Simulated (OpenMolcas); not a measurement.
An atom or ion with 76 electrons was computed by SS-RASPT2, IPEA 0.25 Eh, imaginary shift 0.1 Eh with spin-orbit coupling (OpenMolcas, ANO-RCC-VTZP, DKH2). The lowest levels that the run gave, each within 12 % of the measured value where one is at hand:

```csv
J,Parity,E (cm-1),g
4,even,0.0,1.240
2,even,5220,1.150
3,even,10480,1.084
2,even,14720,1.088
0,even,15430,
1,even,17090,1.502
5,even,19900,1.377
4,even,22010,1.029
2,even,25430,0.937
4,even,26080,1.288
3,even,30420,1.277
2,even,32420,1.067
```

Which ion is it, and what are the configurations and terms?

Pt III (Z = 78, charge +2; active space 8 electrons in 9 orbitals (RAS2 5d 6s; RAS3 6p, at most 2 electrons)). J, parity and g give the terms where levels are pure, and mixed ones are named by the computed weights; the size of the splittings, set against known spectra of the 76-electron sequence, gives the charge. In order, with the measured energies in cm-1 (NIST levels as listed in McCann et al., Mon. Not. R. Astron. Soc. 538, 537 (2025)): 5d8 3F4, 5d8 1D2 [45 %], 5d8 3F3 (9752), 5d8 3P2 [46 %], 5d8 3P0 (14939), 5d8 3P1 (16782), 5d7 6s 5F5 (21837), 5d8 1G4 (21331), 5d8 1D2 [47 %], 5d7 6s 5F4 [74 %], 5d7 6s 5F3, 5d7 6s 5F2 [71 %].

Term energies are means over components that CASPT2 splits; among the terms shown or strongly mixed into the levels shown the widest spread is 520 cm-1 (5d8 1G). Some high roots are left out of the spin-orbit mixing, which shifts the levels that they would mix with. Terms from blocks run as CI alone lack orbitals of their own. A single d shell beside an s shell can misplace configurations of different d count against each other. Measured partners are found by configuration, term and J. A level has none where our copy of the source lacks it or the pairing is in doubt (some pairs that miss far off the trend of their configuration count as doubtful), and it then counts in no deviation. Levels of configurations outside the active space are missing.

A share in square brackets marks a mixed level and gives the weight of the term that names it.
